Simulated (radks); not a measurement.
The numbers below are computed, except where a source is named.
These are the eigenvalues of the occupied orbitals of an atom or ion with whole-number occupations (hartree). Level of theory: scalar-relativistic Kohn-Sham, PBE, spin-unpolarised, spherical densities, point nucleus (a radial shooting solver on a logarithmic mesh with Libxc functionals).

orbital  eigenvalue
1s        -3069.415
2s        -622.3483
2p        -551.5482
3s        -217.1083
3p        -196.4212
3d        -175.2982
4s        -107.3438

Which element is it, and in what charge state? The configuration may be excited.

Answer. Z = 79, gold, charge +50: Au50+ in [Ar] 3d10 4s1. The list shows which subshells hold electrons but not how many an open one holds; the 1s level, -3069.4 hartree, gives Z - s = 78.4 by -(Z - s)^2/2, which with screening and relativity narrows Z to a few neighbours, and the depths of the outer levels then fix element, charge and occupations together.
